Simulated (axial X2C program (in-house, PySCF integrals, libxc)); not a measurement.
Low determinants of CoSn at the PBE0 level, 2c

Computed with an in-house all-electron X2C program for linear molecules (integrals from PySCF). Two-component (2c) means X2C with spin–orbit coupling and atomic mean-field two-electron Coulomb and Gaunt terms. Basis: Sn dyall-cv3z [11s12p9d4f1g], Co dyall-cv3z [9s10p6d3f2g] (cores contracted in-house); Gaussian nuclei, density fitting, unrestricted open shells. Masses: Sn 119.902 u, Co 58.933 u.

Search at 2.529 Å (vertical energies from the lowest determinant):

| ΔE (eV) | state | electrons beyond evenly filled partner blocks | electrons in ±ω = 1/2, 3/2, 5/2, 7/2 |
| --- | --- | --- | --- |
| 0.00 | Ω = 5/2 | ω = 5/2 | 50 22 5 0 |
| 0.06 | Ω = 7/2 | 2 × ω = 1/2, ω = 5/2 | 50 22 5 0 |
| 0.07 | Ω = 3/2 | ω = 3/2 | 50 21 6 0 |
| 0.22 | Ω = 1/2 | 2 × ω = -1/2, ω = 3/2 | 50 21 6 0 |
| 0.30 | Ω = 7/2 | ω = -1/2, ω = 3/2, ω = 5/2 | 51 21 5 0 |
| 0.33 | Ω = 9/2 | ω = 1/2, ω = 3/2, ω = 5/2 | 49 23 5 0 |
| 0.34 | Ω = 3/2 | ω = 1/2, ω = -3/2, ω = 5/2 | 49 23 5 0 |

Lowest determinant, Ω = 5/2 (⟨Sz⟩ = 0.51, ⟨Lz⟩ = 1.99 at PBE0): Re = 2.427 Å, ωe = 234.6 cm⁻¹.

The determinant in row 2 of the search, Ω = 7/2 (⟨Sz⟩ = 0.51, ⟨Lz⟩ = 2.99 at PBE0), was followed along the bond at PBE0; measured from the minimum of the lowest determinant it gives:

Te = 0.095 eV (766 cm⁻¹), Re = 2.526 Å, ωe = 212.3 cm⁻¹.

Question: Compare the bond of the determinant in row 2 with that of the lowest one.

Answer: At PBE0 its Re is 0.099 Å longer and its force constant, which goes as ωe², is 0.82 times that of the lowest determinant. This determinant mixes spin states, so it has no term energy of its own.

The search compares states at one distance, so a state with another bond length can lie lower; it is not exhaustive and yields mostly the lowest determinant of each block pattern, so other components and higher states of one pattern are missing. These are energies of single determinants, not of spin-adapted states; PBE0 term energies can be off by some tenths of an eV, and the functional has no current term. The lowest determinant need not be the ground state where others lie within half an eV.
